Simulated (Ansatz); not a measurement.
Molecule: AuF, net charge 0, singlet state. 
Structure (B3LYP-D3(BJ)/def2-TZVP (Ansatz, a program for electronic structure) minimum search):
```
F
Au 1 1.9562
```
Charge 0, spin multiplicity 1.

Parts of the frozen-core correlation energy in def2-SVP (Ansatz, hartree). Frozen orbitals: 5; correlated occupied orbitals by spin: 9 and 9; virtual: 32 and 32. No spin-orbit coupling. In def2 rows, elements after Kr have scalar-relativistic effective core potentials.

```tsv
term	value
reference (HF)	-234.10132
MP2 opposite-spin	-0.30488
MP2 same-spin	-0.14293
CCSD correlation	-0.44077
(T)	-0.00931
CCSDT minus CCSD(T)	-0.00073
T1 diagnostic	0.038
largest doubles amplitude	0.047
```
